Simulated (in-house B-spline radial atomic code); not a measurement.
A radial electron density 4πr²n(r) was computed for an atom or ion in its tabulated ground configuration with a B-spline radial code for spherical atoms; method: non-relativistic Hartree-Fock, average of configuration. Columns: r (bohr), 4πr²n(r) (electrons per bohr), bar.

```
 0.00183    1.096 #
 0.00223    1.582 #
 0.00271    2.259 ##
 0.00329    3.198 ###
 0.00399    4.479 ####
 0.00485    6.231 #####
 0.00589    8.546 #######
 0.00715    11.53 ##########
 0.00868    15.28 #############
  0.0105     19.7 #################
  0.0128    24.95 ######################
  0.0156    30.54 ##########################
  0.0189    35.73 ###############################
  0.0229    39.96 ##################################
  0.0279    42.49 #####################################
  0.0338    42.62 #####################################
  0.0411    40.54 ###################################
  0.0499    37.41 ################################
  0.0606    35.26 ##############################
  0.0736    36.17 ###############################
  0.0894    40.78 ###################################
   0.109    47.23 #########################################
   0.132    51.06 ############################################
    0.16    48.94 ##########################################
   0.195    40.76 ###################################
   0.236    31.95 ############################
   0.287    28.02 ########################
   0.349     30.6 ##########################
   0.423    34.54 ##############################
   0.514    33.64 #############################
   0.625    26.31 #######################
   0.759    16.49 ##############
   0.921    8.713 ########
    1.12    4.476 ####
    1.36    2.675 ##
    1.65    1.666 #
       2    0.845 #
    2.43   0.2928 
    2.96  0.06124 
    3.59 0.007437 
    4.36 0.0004443 
     5.3 1.127e-05
```

Task: Which atom or ion is it?
A. Br4+
B. As5+
C. Kr5+
D. Br5+

Result: D. The area under the curve, ∫4πr²n dr = ∫r·4πr²n d(ln r) on this logarithmic grid, is 30 electrons, which only this option has. The configuration is [Ar] 3d10 4s2.
